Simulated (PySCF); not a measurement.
Species: C2H8NSSi (doublet state).
Z-matrix (Å and degrees, GFN2-xTB geometry), rows numbered from 1:
```
C 
C   1  1.4873
S   2  1.7413  1  114.52
Si  2  1.8560  1  123.33  3   166.97
N   4  1.7343  2  104.20  1   160.59
H   1  1.0878  2  110.21  3   166.45
H   1  1.0913  2  111.10  3    45.33
H   1  1.0947  2  111.34  3   -73.92
H   3  1.3326  2   95.62  1   178.39
H   4  1.4693  2  115.84  1   -87.29
H   4  1.4695  2  106.76  1    36.22
H   5  1.0072  4  117.32  2   166.26
H   5  1.0089  4  117.54  2   -60.79
```

The hyperfine couplings belong to this conformer and change with its torsions.

The species is `S[C](C)[SiH2]N` [radical].

Computed, not measured: PySCF 2.14.0, UKS B3LYP, pcH-1 on C H N S Si, non-relativistic, mean-field spin-orbit, GIAO. Geometry: GFN2-xTB, one conformer, isolated molecule. Couplings are sensitive to structure, and on GFN2-xTB geometries they can be far from those on DFT ones. Stability of the SCF solution: not tested.

(1) The isotropic 13C couplings are +87.7, -26.2 MHz. Assign them to C1; C2.

(2) Match the computed a_iso(1H) values +58.4, +31.8, -7.2, -0.5 MHz (means over equivalent nuclei) with the sites H6/H7/H8; H9; H10/H11; H12/H13.

Results:

(1) 
```
site  a_iso (MHz)  ρ(0) (bohr⁻³)                 position  distance from C2 (Å)  spin population  largest |T| (MHz)
  C1        -26.2        -0.0234           1 bond from C2                  1.49            -0.07                2.0
  C2        +87.7        +0.0777  largest spin population                  0.00            +0.77              130.1
```

(2) 
```tsv
site	a_iso (MHz)	ρ(0) (bohr⁻³)	position	distance from C2 (Å)	bound to	spin population there	largest |T| (MHz)
H6/H7/H8	+58.4	+0.0131	β, 2 bonds from C2	2.14	C1	-0.07	7.6
H9	-7.2	-0.0016	β, 2 bonds from C2, on S3 of spin population +0.18	2.29	S3	+0.18	5.8
H10/H11	+31.8	+0.0071	β, 2 bonds from C2	2.75	Si4	0.00	5.1
H12/H13	-0.5	-0.0001	γ, 3 bonds from C2	3.43	N5	0.00	3.4
```

ρ(0) is the spin density at the nucleus and T the dipolar tensor; a_iso includes a spin–orbit part; entries for several nuclei are means. The Mulliken spin populations are largest on C2 (+0.77), S3 (+0.18) and C1 (-0.07). The angles at C2 add up to 358.7°, so it is planar.

Examples of negative spin density at the nucleus (bohr⁻³): Si4 (-0.0363), C1 (-0.0234) and H9 (-0.0016).

Class means assume fast exchange of nuclei equivalent by connectivity; if that motion is slow, each nucleus keeps its own coupling. The three 1H nuclei of mean +58.4 MHz run from 11.2 to 110.7 MHz in the frozen geometry. The 1H value of +31.8 MHz is a mean of couplings from 4.2 to 59.4 MHz in this one geometry, not an average over conformers.
